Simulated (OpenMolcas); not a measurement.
Co3+ (d6) in a complex was computed by CASSCF with the d shell active (OpenMolcas, ANO-RCC-VDZP on the metal). Its lowest spin-free states, and all those of the highest spin:

| 2S+1 | Degeneracy | E (cm-1) |
| --- | --- | --- |
| 5 | 3 | 0.0 |
| 5 | 2 | 6748 |
| 3 | 3 | 16315 |
| 3 | 3 | 19148 |
| 3 | 3 | 20923 |
| 3 | 3 | 23408 |
| 1 | 1 | 25148 |
| 3 | 3 | 26393 |
| 3 | 2 | 26448 |
| 1 | 3 | 26548 |
| 1 | 3 | 30358 |
| 3 | 3 | 30440 |

Question: Is the site octahedral, tetrahedral or cube-like, axial, or of lower symmetry?

Answer: The states with 2S+1 = 5 have orbital degeneracies 3, 2. Threefold states need a cubic site. For d6 at this spin an octahedron puts the threefold T2 below the twofold E and a tetrahedron or cube puts the twofold E below the threefold T2, so the site is octahedral. The first gap at this spin, 6750 cm-1, is |10Dq| in ligand-field theory. The run had Co3+ with 6 ligands (bromide) in octahedral coordination (Oh) at 2.52 Å. A charge of +0.5 e stands 2.6 Å behind each ligand. Ligand basis ANO-RCC-VDZP.

An orbital triplet at a regular site is open to Jahn-Teller coupling, which can distort the site and quench the lowest spin-orbit gaps and is left out. Without dynamic correlation the repulsion within the d shell is too large (B by tens of per cent), so at a given field states of lower spin stand too high. CASSCF with metal d orbitals alone favours high spin, so a ground state of lower spin is not ruled out. The least metal-like active orbital is 85 % on the metal (Löwdin) and no ligand orbital is active, so the numbers are rough. Ligand-to-metal charge-transfer states are missing. This ion would oxidise such ligands; the complex is a model and need not exist. With no ligand orbital active B as a rule stays too high, so bands that hang on it stand too high and its fall with covalency is understated. With metal d orbitals alone and no dynamic correlation the field as a rule comes out too small, by tens of per cent, by up to half for chloride and softer ligands, and with too little covalency χT stands high. No measured value stands beside these numbers; the geometry is a model, was not optimised and need not be the one that this ion takes.
